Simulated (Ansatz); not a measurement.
Cost and result for the atomization energy of CH5FSSi2 (`C[Si]1(F)[SiH2]S1`) (10 atoms, 10 bonds).

```xyz
10

C    -0.3619   -1.6412   -0.5123
Si   -0.1466   -0.1586    0.5713
F    -0.1151   -0.6655    2.0881
Si    0.7461    1.8289    0.0554
S    -1.4023    1.5183    0.2175
H    -0.3596   -1.3426   -1.5615
H    -1.3138   -2.1296   -0.2889
H     0.4430   -2.3597   -0.3436
H     1.2042    2.2063   -1.3045
H     1.3061    2.7436    1.0786
```

Charge 0, multiplicity 1. Geometry: relaxed with PBE0-D4/def2-TZVP. Program: Ansatz. All runs use 4 threads of an Intel Xeon Platinum 8488C on a shared host. Times are those of one run each, without the atoms' runs, and a repeat can differ threefold. Electronic energies, without spin–orbit coupling; frozen cores. CCSD(T)/CBS adds CCSD(T) − MP2 in def2-TZVPP to the MP2 limit, and its time is that of the two runs behind it. T1 = 0.013. B3LYP takes the VWN-RPA correlation (the form of Gaussian; ORCA's B3LYP/G).

CCSD(T)/CBS is a level of theory with its own doubt, some kJ/mol a heavy atom from the limit and from the frozen cores, so smaller differences don't rank the functionals.

```
                             level  functions  wall time
   PBE-D4/def2-TZVPP (with forces)        258      2.3 s
                PBE0-D4/def2-TZVPP        258      2.5 s
r2SCAN-D4/def2-TZVPP (with forces)        258      3.3 s
 B3LYP-D4/def2-TZVPP (with forces)        258        4 s
                 B2PLYP/def2-TZVPP        258      4.5 s
                ωB97X-V/def2-TZVPP        258        7 s
  ωB97M-V/def2-TZVPP (with forces)        258        8 s
                    MP2/def2-QZVPP        474       16 s
                CCSD(T)/def2-TZVPP        258       81 s
                 CCSD(T)/CBS(def2)          –       96 s
```

(1) What atomization energy does each give, and how far from CCSD(T)/CBS? (An estimate is asked.)

Answers

(1) Ansatz gave: 
```csv
level,atomization (kcal/mol),difference from CCSD(T)/CBS,per bond
PBE-D4/def2-TZVPP (with forces),866.5,8.2,0.8
PBE0-D4/def2-TZVPP,855.8,-2.5,-0.2
r2SCAN-D4/def2-TZVPP (with forces),862.6,4.3,0.4
B3LYP-D4/def2-TZVPP (with forces),851.1,-7.2,-0.7
B2PLYP/def2-TZVPP,842.9,-15.4,-1.5
ωB97X-V/def2-TZVPP,863.1,4.8,0.5
ωB97M-V/def2-TZVPP (with forces),859.8,1.5,0.2
MP2/def2-QZVPP,862.3,4.0,0.4
CCSD(T)/def2-TZVPP,832.0,-26.3,-2.6
CCSD(T)/CBS(def2),858.3,0.0,0.0
```

From PBE to PBE0 (25 % exact exchange), in def2-TZVPP and without D4, the atomization energy moves by −9.7 kcal/mol: exact exchange takes away binding that semilocal exchange gives to molecules. In def2-TZVPP, CCSD(T) changes the Hartree–Fock value by +198.3 kcal/mol (the triples alone add +13.4 kcal/mol) and MP2 by +213.0 kcal/mol; breaking electron pairs costs correlation energy, which Hartree–Fock lacks. The D4 term adds +10.5 kcal/mol with B3LYP and +5.5 kcal/mol with PBE0; it sums over pairs of atoms, weighted by their polarisabilities, and B3LYP, whose exchange is more repulsive, gets the larger term.
